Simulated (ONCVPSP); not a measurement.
## What the settings do to the ONCV potential of palladium

Base potential:

ONCVPSP 4.0.1 input, shortened (lines: element, Z, core and valence counts, functional; n l f; lmax; l rc ep ncon nbas qcut; lloc lpopt rc5 dvloc0; l nproj debl; icmod fcfact rcfact), PW91, fully relativistic:

```
  Pd 46.00    6    3  -109134      upf
    1    0    2.00
    2    0    2.00
    2    1    6.00
    3    0    2.00
    3    1    6.00
    3    2   10.00
    4    0    2.00
    4    1    6.00
    4    2   10.00
    2
    0    1.10    0.00    4    9    7.10
    1    1.40    0.00    4    9    8.80
    2    1.25    0.00    5    9    8.10
    4    5    0.95    0.00
    0    2    1.30
    1    1    0.80
    2    3    2.40
    3    4.75    1.35
```

Open shells are filled in proportion to 2j + 1.

In the s channel the program set the typed energies aside and used -3.137, 0.250 Ha.

Cutoffs, loose and tight: the cutoffs (Ha) at which the residual kinetic energy of the hardest occupied pseudo-wave falls to 1 and 0.1 mHa per electron. They do not see the model core or the augmentation charge, which bear on the density cutoff. Test errors are all-electron minus pseudo excitation energies from the reference, over the configurations 4s2 4p6 4d9; 4s2 4p6 4d8; 4s2 4p6 4d7; 4s1 4p6 4d10. A dash means not determined; rows that change the core or the reference have their own tests. The largest error is taken over the tests solved by every variant that gives reliable tests at all: 4s1 4p6 4d10; 4s2 4p6 4d8; 4s2 4p6 4d9.

A true bound ghost makes a file unfit for plane-wave use even where its test errors are small: the radial tests pick states by their node count and pass the ghost by.

```tsv
change	outcome	cutoff, loose	cutoff, tight	bound ghosts	GHOST(+) flags above zero	largest test error (meV)
base	generated, projector energies reset by the program	116 Ha	197 Ha	d5/2	s, d5/2, d3/2	-32
s: qcut 7.7	generated, projector energies reset by the program	48 Ha	185 Ha	d5/2	s, d5/2, d3/2	-19
local potential polynomial inside 0.95 bohr (lpopt 5, dvloc0 5 Ha)	generated, projector energies reset by the program	116 Ha	197 Ha	d5/2, d3/2	s, d5/2, d3/2	-34
local potential polynomial inside 1.00 bohr (lpopt 5, dvloc0 0 Ha)	generated, projector energies reset by the program	116 Ha	197 Ha	d5/2, d3/2	s, d5/2, d3/2	-33
d: rc 0.9; local potential polynomial inside 0.90 bohr (lpopt 5, dvloc0 0 Ha)	failed: ERROR pspot: first pseudo wave function has node, program will stop	–	–	–	–	–
core correction Teter function, fcfact 4.2, rcfact 1.35	generated, projector energies reset by the program	116 Ha	197 Ha	d5/2	s, d5/2, d3/2	-32
d: qcut 11.8	generated, projector energies reset by the program	116 Ha	197 Ha	none	s, d5/2, d3/2	-29
functional LDA (Perdew-Wang 92); d: rc 1.1, qcut 9.2	generated, projector energies reset by the program	116 Ha	197 Ha	d5/2, d3/2	s, d5/2, d3/2	-22
p: rc 1.64	generated, projector energies reset by the program	116 Ha	197 Ha	d5/2	s, d5/2, d3/2	-26
```

Problem. What comes out with this change to the base: core correction Teter function, fcfact 4.75, rcfact 2.06?

Solution. outcome: generated, projector energies reset by the program; cutoff, loose: 116 Ha; cutoff, tight: 197 Ha; bound ghosts: d5/2; GHOST(+) flags above zero: s, d5/2, d3/2; largest test error (meV): -39.
